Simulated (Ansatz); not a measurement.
This geometry of CH$_{3}$BFO (7 atoms, charge 0, multiplicity 2) is a first-order saddle point.

Computed with UHF/def2-SVP in Ansatz 0.2.0.

```xyz
7
Properties=species:S:1:pos:R:3
C -0.139 0.672 -0.136
B 0.194 -0.843 0.121
O 0.100 -1.363 1.367
F 0.575 -1.674 -0.828
H 0.523 1.315 0.449
H -0.028 0.925 -1.190
H -1.162 0.901 0.172
```

Which two structures does it join? (They come from a converged band through this point; their orientation in space is the band's.)

No bond is made or broken. The dihedral H5–C1–B2–O3 goes from 1 to 123°. The two ends are copies of one structure, up to a mirror image or an exchange of like atoms.

Image 0:

```xyz
7
Properties=species:S:1:pos:R:3
C -0.134 0.675 -0.115
B 0.187 -0.841 0.134
O 0.718 -1.259 1.304
F -0.043 -1.770 -0.774
H 0.124 1.313 0.730
H 0.409 1.023 -0.996
H -1.200 0.790 -0.328
```

Image 6:

```xyz
7
Properties=species:S:1:pos:R:3
C -0.159 0.669 -0.119
B 0.207 -0.835 0.138
O -0.495 -1.583 1.020
F 1.201 -1.439 -0.484
H 0.714 1.296 0.080
H -0.418 0.804 -1.173
H -0.989 1.019 0.492
```

How far does it lie above each of them?

0.025 eV above the first and 0.025 eV above the second. This is the barrier of this one path; another mechanism may lie lower.

Time of the run: 47 s on 1 thread of Arm Neoverse V2 (shared host), peak memory 0.25 GiB.
